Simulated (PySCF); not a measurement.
C3H10Sn, SMILES [CH2](CC)[SnH3]. Heavy atoms are numbered as in [SnH3:1][CH2:2][CH2:3][CH3:4]. Hydrogens are named by the atom that carries them.

Geometry: B3LYP-D3(BJ)/def2-SVP. The structure was generated by enumeration; whether it is a known compound was not checked. The def2 effective core potentials stand for the cores of Sn; spin–orbit coupling is left out. Other conformers were not sampled.

Method: PBE/def2-TZVP run with PySCF.

ESP charges are fitted to the potential on shells at 1.4 to 2.0 van der Waals radii. Atomic charges (e), one atom of each kind:

```json
[
 {"atom": "Sn1 (SnH3)", "Löwdin": "0.33", "Mulliken": "0.36", "ESP fit": "0.31"},
 {"atom": "C2 (CH2)", "Löwdin": "…", "Mulliken": "-0.43", "ESP fit": "-0.27"},
 {"atom": "C3 (CH2)", "Löwdin": "-0.33", "Mulliken": "-0.17", "ESP fit": "0.17"},
 {"atom": "C4 (CH3)", "Löwdin": "…", "Mulliken": "-0.36", "ESP fit": "-0.36"},
 {"atom": "H on Sn1", "Löwdin": "-0.05", "Mulliken": "-0.07", "ESP fit": "-0.10"},
 {"atom": "H on C2", "Löwdin": "…", "Mulliken": "0.13", "ESP fit": "0.07"},
 {"atom": "H on C3", "Löwdin": "…", "Mulliken": "0.10", "ESP fit": "0.01"},
 {"atom": "H on C4", "Löwdin": "0.12", "Mulliken": "0.11", "ESP fit": "0.10"}
]
```

### Question
Fill in the missing entries. (The exact figures need the calculation; the answer reports its results.)

### Answer

- C2 (CH2), Löwdin: -0.44
- C4 (CH3), Löwdin: -0.32
- H on C2, Löwdin: 0.14
- H on C3, Löwdin: 0.14
